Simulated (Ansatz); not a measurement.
A family of molecules: the dipole moment

One atom is swapped for its congeners: Cu(OH)(PF3); Ag(OH)(PF3); Au(OH)(PF3). All are singlets with charge 0.

Shapes, held fixed at every level: PBE0-D4/def2-TZVP. Flexible molecules stand in one conformer, not always the lowest. Programs: Ansatz 0.2.0. Values in D.

```
               level  Cu(OH)(PF3)  Ag(OH)(PF3)  Au(OH)(PF3)
   PBE-D4/def2-TZVPP         2.96         3.56         2.71
r2SCAN-D4/def2-TZVPP         3.13         3.80         2.90
 B3LYP-D4/def2-TZVPP         3.39         3.93         2.98
  wB97M-V/def2-TZVPP         3.69         4.28         3.23
```

At wB97M-V/def2-TZVPP the dipole moment isn't monotonic: it is largest for Ag and smallest for Au (4.28 and 3.23 D). Every level shows the same order. For atoms past krypton def2 sets carry core potentials with scalar relativity.
